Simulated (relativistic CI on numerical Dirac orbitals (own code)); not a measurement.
## Hyperfine structure of Tm XX, mass number 169

Calculated at this level of theory: Dirac-Coulomb-Breit CI, KLI orbitals optimised for each configuration, a model potential for QED, unscaled Slater integrals (own radial code, finite nucleus).

Configuration list (outside the closed core [Ar] 3d10 4p6 4d10): 4s2.4f4, 4s2.4f3.5s, 4s2.4f2.5s2, 4s2.4f3.5p, 4s2.4f2.5s.5p, 4s2.4f2.5p2, 4s2.4f2.5s.5d, 4s2.4f3.5d, 4s2.4f2.5p.5d, 4s2.4f3.5f, 4s2.4f3.6s, 4s2.4f3.6p, 4s.4f3.5s2. Levels of other configurations are missing.

Nuclear spin I = 1/2, μ = -0.231 μN (tables of Stone and Pyykkö). The electronic factors are computed for point nuclear moments, without core polarisation or the Bohr-Weisskopf and QED corrections.

| Level | E (eV) | A (MHz) |
| --- | --- | --- |
| 4s2.4f4 5I_4 | 0.0000 | -1202 |
| 4s2.4f4 5I_5 | 0.8432 | -942 |
| 4s2.4f4 5I_6 | 1.6748 | -806.1 |
| 4s2.4f4 5I_7 | 2.4655 | -738.6 |
| 4s2.4f4 5I_8 | 3.2103 | -707.2 |
| 4s2.4f4 5F_1 | 4.0810 | -2090 |
| 4s2.4f4 5F_2 | 4.1073 | -1064 |
| 4s2.4f4 5F_3 | 4.6676 | -736.4 |

Levels with J = 0, under 50 % of one LS term, or S terms without an open s electron are left out. Small factors come from cancelling terms and can be off by tens of per cent or more.

At this charge energies of transitions that change n are usually good to better than 1 %, and those within a shell (Δn = 0) to a few per cent. Terms inside the open d or f shell come out 10 to 20 % too wide with unscaled integrals.

Give the hyperfine levels of 4s2.4f4 5I_4 relative to its centre of gravity.

With K = F(F + 1) − I(I + 1) − J(J + 1), E = AK/2: F = 7/2: 3006, F = 9/2: -2405 MHz.

LS names give the leading component of a level, which can be under half, so a name can repeat, a term be missing and a line seem to break the LS rules.
